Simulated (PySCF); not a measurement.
C5H12S2, SMILES CSCCCSC. Geometry: PBE-D3(BJ)/def2-SVP. The values are those of a single conformer.

Computed equilibrium geometry at PBE-D3(BJ)/def2-SVP (PySCF confirms it by a frequency run) as a Z-matrix, and its point group (one conformer of several):
point group C2v.
```
C
H 1 1.1111
H 1 1.1111 2 106.52
C 1 1.5291 2 109.54 3 -118.39
H 4 1.1123 1 110.49 2 178.81
H 4 1.1123 5 107.52 1 -120.65
C 1 1.5291 2 109.54 3 118.39
H 7 1.1123 1 110.49 2 -178.81
H 7 1.1123 8 107.52 1 120.65
S 7 1.8298 8 109.11 9 118.20
C 10 1.8170 7 99.22 8 -58.60
H 11 1.1070 10 106.94 7 180.00
H 11 1.1096 12 108.57 10 -120.58
H 11 1.1096 12 108.57 13 -118.84
S 4 1.8298 5 109.11 6 -118.20
C 15 1.8170 4 99.22 5 58.60
H 16 1.1070 15 106.94 4 180.00
H 16 1.1096 17 108.57 15 120.58
H 16 1.1096 17 108.57 18 118.84
```
